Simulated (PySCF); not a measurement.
**`O=COC=C1C=C1`, C₅H₄O₂**

Molfile (atoms numbered from 1):
```
C5H4O2
     RDKit          3D

 11 11  0  0  0  0  0  0  0  0999 V2000
    1.0504    1.2287   -1.2079 O   0  0  0  0  0  0  0  0  0  0  0  0
    1.7582    0.2675   -1.0994 C   0  0  0  0  0  0  0  0  0  0  0  0
    1.6314   -0.7579   -0.2861 O   0  0  0  0  0  0  0  0  0  0  0  0
    0.5641   -0.8547    0.6222 C   0  0  0  0  0  0  0  0  0  0  0  0
   -0.5964   -0.2519    0.5136 C   0  0  0  0  0  0  0  0  0  0  0  0
   -1.5675    0.6121   -0.1270 C   0  0  0  0  0  0  0  0  0  0  0  0
   -1.9259    0.0379    1.0083 C   0  0  0  0  0  0  0  0  0  0  0  0
    2.6710    0.1075   -1.7036 H   0  0  0  0  0  0  0  0  0  0  0  0
    0.8227   -1.5239    1.4266 H   0  0  0  0  0  0  0  0  0  0  0  0
   -1.7572    1.2609   -0.9458 H   0  0  0  0  0  0  0  0  0  0  0  0
   -2.6454   -0.1235    1.7732 H   0  0  0  0  0  0  0  0  0  0  0  0
  1  2  2  0
  2  3  1  0
  3  4  1  0
  4  5  2  3
  5  6  1  0
  6  7  2  0
  7  5  1  0
  2  8  1  0
  4  9  1  0
  6 10  1  0
  7 11  1  0
M  END
```

Method: GIAO B97-2/pcSseg-1 magnetisability, rotational g tensor and spin-rotation constants, non-relativistic, gas phase (PySCF). Geometry: GFN2-xTB.

Give the nuclear spin-rotation constants along the inertial axes (H = +C I·J) beside the isotropic shieldings.

Rotational constants 6.0374, 2.1911, 1.6353 GHz. A star marks the isotopologue with that one atom substituted, in its own axes.
```tsv
atom	isotope	Caa (kHz)	Cbb (kHz)	Ccc (kHz)	mean (kHz)	σ (ppm)
H8	1H	0.511	-0.204	-0.118	0.063	23.7
H9	1H	-0.631	0.184	-0.154	-0.200	25.7
H10	1H	-0.609	0.249	-0.171	-0.177	23.5
H11	1H	0.574	-0.199	-0.180	0.065	24.1
O1	17O*	-2.798	-1.392	-0.168	-1.453	-94.3
C2	13C*	2.738	0.767	0.431	1.312	25.7
O3	17O*	-2.017	-0.519	-0.208	-0.915	111.0
C4	13C*	1.657	0.740	0.359	0.919	78.8
C5	13C*	2.563	0.778	0.117	1.153	75.4
C6	13C*	2.450	0.996	0.207	1.218	43.9
C7	13C*	2.841	0.742	0.191	1.258	57.1
```
For the geometry as given, no vibrational averaging.

How do the rotational constants and the g tensor change when H8, H9, H10, H11 are replaced by deuterium?

Constants 5.4092, 1.9957, 1.4850 GHz; g -0.0768, -0.0256, -0.0026, against -0.0856, -0.0278, -0.0031 before.
